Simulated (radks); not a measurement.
Results of a calculation; reference values are marked as such.
Problem. The table gives one normalised radial function P(r) = r R(r) (large component) of Mn4+ in [Ar] 3d3 (r in bohr). Level of theory: Dirac Kohn-Sham, PBE, spin-unpolarised, spherical densities, point nucleus; open shells are shared between the two j in proportion to 2j + 1 (a radial shooting solver on a logarithmic mesh with Libxc functionals).

| r | P |
|---|---|
| 0.005839 | 0.1497 |
| 0.007423 | 0.1817 |
| 0.009437 | 0.2180 |
| 0.0119 | 0.2562 |
| 0.01513 | 0.2965 |
| 0.01908 | 0.3327 |
| 0.02426 | 0.3609 |
| 0.03083 | 0.3706 |
| 0.03889 | 0.3514 |
| 0.04943 | 0.2889 |
| 0.06234 | 0.1764 |
| 0.07925 | 0.0026 |
| 0.1007 | -0.2173 |
| 0.1271 | -0.4385 |
| 0.1615 | -0.6121 |
| 0.2053 | -0.6458 |
| 0.259 | -0.4775 |
| 0.3292 | -0.0834 |
| 0.4151 | 0.4310 |
| 0.5278 | 0.9314 |
| 0.6709 | 1.2082 |
| 0.8461 | 1.1695 |
| 1.076 | 0.8779 |
| 1.367 | 0.5076 |
| 1.724 | 0.2269 |
| 2.192 | 0.0705 |
| 2.765 | 0.0152 |
| 3.514 | 0.0018 |

Which n and l does it have? It may be an empty orbital.

Solution. n = 3, l = 0: the number of nodes gives n - l - 1 = 2, the rise at small r points to l (this Dirac orbital starts as r^gamma with gamma = sqrt((l + 1)^2 - (Z/c)^2) = 0.98; the j = 1/2 orbital of l + 1 starts with the same power, but with a smaller coefficient, and then steepens), and the extent must fit the shell. The curve is that of 3s1/2. 3s1/2: eigenvalue -142.49 eV, 2 radial nodes at r = 0.0795, 0.343 bohr, <r> = 0.833 bohr, 90 % of the charge inside 1.24 bohr.
